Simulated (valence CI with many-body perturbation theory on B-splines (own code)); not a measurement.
**How close is CI+MBPT for Sr⁶⁺?**

Computed by relativistic CI+MBPT: four valence electrons over a frozen Dirac-Fock core [Ar] 3d10, a basis of 11 s, 11 p, 9 d, 7 f, 5 g, 2 h, 1 i functions for each j, with the one-electron correlation potential Σ1, the two-electron term Σ2, the three-electron term Σ3, Breit, model QED; selected CI, second order for the rest, scaled by the run's own slope (own B-spline code, finite nucleus).

Set against measurement, 13 paired levels are off by 109 cm⁻¹ on average, the worst by 228. These come from a selection out of Sansonetti, J. Phys. Chem. Ref. Data 41, 013102 (2012). Levels without a partner in it may be off by more. Among the levels kept, up to 350 cm⁻¹ of a level comes from second order outside the variational space, and about a tenth of that is noise between levels of different J, which matters for small intervals.

Measured levels: Sansonetti, J. Phys. Chem. Ref. Data 41, 013102 (2012). Pairs share parity and J, and are chosen by configuration, term and nearness in energy; levels without a clear partner are left out. Energies in cm⁻¹ above the measured ground level. The last column is blank where CI alone has no clear partner.

Names give the largest LS component (configuration and term), which can be under half, so a name can repeat, a term be missing and a line seem to break the LS rules; names also repeat where a configuration has a term twice.

```tsv
Computed label	Label in the source	Measured	Computed	Difference	CI alone, difference
4s2 4p2 3P_0	4s2 4p2 3P	0	0.0	0	0
4s2 4p2 3P_1	4s2 4p2 3P	6845	6836.8	-8	-206
4s2 4p2 3P_2	4s2 4p2 3P	12545	12539.4	-6	-216
4s2 4p2 1D_2	4s2 4p2 1D	28490	28379.4	-111	-237
4s2 4p2 1S_0	4s2 4p2 1S	51814	51754.0	-60	+142
4s 4p3 3D°_1	4s 4p3 3D°	167806	167658.6	-147	-2725
4s 4p3 3D°_2	4s 4p3 3D°	167977	167830.2	-147	-2727
4s 4p3 3D°_3	4s 4p3 3D°	170427	170273.7	-153	-2815
4s 4p3 3P°_0	4s 4p3 3P°	190425	190321.9	-103	-2068
4s 4p3 3P°_1	4s 4p3 3P°	191215	191109.3	-106	-2078
4s 4p3 3P°_2	4s 4p3 3P°	192193	192079.9	-113	-2143
4s 4p3 1D°_2	4s 4p3 1D°	213095	212880.9	-214	-1327
4s 4p3 3S°_1	4s 4p3 3S°	232870	233097.5	+228	+4300
4s 4p3 1P°_1	4s 4p3 1P°	247754	247773.5	+20	+2710
```

Over 13 excited levels the mean absolute difference is 109 cm⁻¹, the median 111 and the largest 228. For the 13 levels that pair on every rung the mean is CI alone 1823, + Σ1 1313, + Σ2 385, + Σ3 353, + Breit 152, + QED 109. The comparison draws on a selection of the measured levels: 14 of the 72 computed ones have a partner in it, and others may be off by more.
